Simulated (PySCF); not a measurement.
## Computed properties of C₄H₅Br, SMILES C=C/C=C/Br

(1E)-1-bromobuta-1,3-diene (C4H5Br), SMILES C=C/C=C/Br. The structure is a stationary point at B3LYP-D3(BJ)/def2-SVP. Other conformers were not sampled. All values are computed for the isolated molecule unless a solvent is named; none is compared with measurement here.

**Structure.** The optimised structure has Cs symmetry. All 24 harmonic modes at B3LYP-D3(BJ)/def2-SVP (PySCF) are real, so it is a minimum. With heavy atoms numbered as in [CH2:1]=[CH:2]/[CH:3]=[CH:4]/[Br:5], the shortest bond between them is C3–C4 at 1.342 Å and the longest C4–Br5 at 1.890 Å.

**Vibrations.** The strongest infrared lines (harmonic, unscaled, degenerate partners summed) lie at 759 cm⁻¹ (40 km/mol, C 79 %, H 15 %), 1038 cm⁻¹ (29 km/mol, H 91 %, C 9 %), 1705 cm⁻¹ (25 km/mol, C 87 %, H 13 %). The softest mode is at 146 cm⁻¹ and the zero-point energy is 47.4 kcal/mol.

**Electronic structure.** CAM-B3LYP/def2-TZVP (PySCF) places the frontier levels at -7.94 and -0.15 eV, a gap of 7.79 eV, and gives a dipole moment of 1.54 D and a mean polarisability of 75.6 bohr³. PBE/def2-TZVP (PySCF) at the same geometry gives -5.74 and -2.14 eV, so its gap is 4.19 eV narrower. An orbital gap is neither the optical nor the fundamental gap.

**Excitations.** TDDFT-M06-2X/def2-SVPD (PySCF) has S1 at 5.46 eV (227 nm, f = 0.750, bright); the most intense of the 10 singlets computed lies at 5.46 eV (f = 0.75). T1 (TDA) is at 3.33 eV. TDDFT-PBE/def2-SVPD (PySCF) puts S1 at 4.84 eV. No vertical singlet excitation falls in the visible range (under 3.1 eV).

**NMR.** GIAO shifts at KT2/pcSseg-1 (PySCF) (non-relativistic, atoms alike by connectivity averaged): ¹³C from 116.9 to 139.9 ppm against TMS; ¹H from 5.5 to 6.7 ppm against TMS. Without spin–orbit terms, shifts of atoms bonded to Cl or Br come out too high.

**Solvation.** SMD-B3LYP/6-31G* (PySCF) gives -0.8 kcal/mol in water, -4.4 kcal/mol in methanol, -4.4 kcal/mol in N,N-dimethylformamide (1 M in both phases, gas-phase geometry).
